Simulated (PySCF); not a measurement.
# Sn: electron affinity

Sn⁻ [Kr] 4d10 5s2 5p3 (4S) → Sn [Kr] 4d10 5s2 5p2 (3P), as a difference of total energies. All numbers are calculated (PySCF 2.14, scalar relativity through the core potential, in aug-cc-pVDZ-PP with ECP28MDF (5s4p3d, 32 functions)). Correlated levels: valence: 4s2 4p6 4d10 frozen. The calculations carry no spin-orbit coupling.

| method | electron affinity (eV) | difference from reference (eV) |
| --- | --- | --- |
| UHF | 0.968 | -0.144 |
| LDA | 1.550 | +0.438 |
| PBE | 1.415 | +0.303 |
| PBE0 | 1.414 | +0.302 |
| r2SCAN | 1.514 | +0.402 |
| PW91 | 1.456 | +0.344 |
| M06-2X | 1.287 | +0.175 |
| TPSS | 1.381 | +0.269 |
| BLYP | 1.199 | +0.087 |
| MP2 (valence) | 1.300 | +0.188 |
| SCS-MP2 (valence) | 1.173 | +0.061 |

Reference: 1.112 eV (measured; photodetachment measurements, as compiled on the Wikipedia data page of electron affinities).

The reference lies between the lowest fine-structure levels, while these numbers refer to the centres of the terms.

Errors of the correlated levels include the incompleteness of this basis and the frozen core.

In the anion the highest occupied orbital energy is positive at LDA, PBE, PBE0, r2SCAN, PW91, TPSS, BLYP, a self-interaction effect; the basis confines that electron, and the energy difference can still be sensible.
